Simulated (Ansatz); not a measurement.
Cl₃FOW (`[O]=[W]([F])([Cl])([Cl])[Cl]`). The species carries charge 0 and has multiplicity 1. W: def2 effective core potential. The structure was optimised at the PBE0-D4/def2-TZVP level.

```xyz
6

O    -0.298   -1.456   -0.928
W    -0.043   -0.046   -0.073
F    -1.073    1.212   -0.975
Cl   -1.697    0.032    1.496
Cl    1.386   -0.722    1.569
Cl    1.724    0.980   -1.089
```

(1) What is the dipole moment at r2SCAN/def2-TZVPP? (Best estimate.)

(2) And with PBE, B3LYP, ωB97M-V? (Estimate.)

(3) Give the Mulliken charges with r2SCAN, PBE, ωB97M-V in def2-TZVPP. (Estimate.)

Answers

(1) Ansatz gave: 0.70 D, with components (0.34, 0.26, 0.55) D in this frame, pointing from negative to positive charge.

(2) The calculation gave: PBE 0.69 D, B3LYP 0.80 D, ωB97M-V 0.68 D.

(3) The calculation gave: 
```csv
atom,r2SCAN,PBE,ωB97M-V
O1,-0.27,-0.22,-0.25
W2,1.11,0.91,1.01
F3,-0.26,-0.22,-0.26
Cl4,-0.20,-0.16,-0.17
Cl5,-0.19,-0.15,-0.16
Cl6,-0.20,-0.16,-0.17
```

B3LYP here is the variant with VWN-RPA as its local correlation; programs differ in this.
